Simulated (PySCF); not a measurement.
CH5AlS2.

```xyz
9

Al     0.3601    -0.0655    -0.0246
C      2.2565    -0.4582    -0.1608
H      2.4105    -1.5373    -0.3294
H      2.7952    -0.1905     0.7617
H      2.7251     0.0760    -1.0021
S     -0.6294    -0.1848     1.9285
H     -1.8666     0.1232     1.4828
S     -0.7656     0.4680    -1.8290
H     -1.9634     0.5979    -1.2188
```

Geometry optimised at PBE0-D3(BJ)/def2-SVP. Other conformers were not sampled.

Method: HF/pcSseg-1 in PySCF. Non-relativistic, no solvent.

Question: Give the absolute GIAO shielding of each atom: isotropic value and principal components (ppm). (An estimate is asked for; the answer gives what the named calculation found.)

Answer: 
| atom | σ(iso) | σ11 | σ22 | σ33 | span |
|---|---|---|---|---|---|
| Al1 | 351.4 | 300.6 | 362.1 | 391.7 | 91.1 |
| C2 | 201.2 | 198.3 | 200.8 | 204.6 | 6.3 |
| H3 | 31.7 | 27.1 | 28.5 | 39.7 | 12.6 |
| H4 | 31.8 | 26.6 | 29.2 | 39.6 | 13.0 |
| H5 | 31.8 | 26.6 | 29.2 | 39.6 | 13.0 |
| S6 | 737.9 | 661.6 | 713.5 | 838.7 | 177.1 |
| H7 | 31.1 | 23.1 | 28.4 | 41.9 | 18.8 |
| S8 | 737.7 | 661.2 | 713.4 | 838.5 | 177.3 |
| H9 | 31.1 | 23.1 | 28.3 | 41.9 | 18.8 |
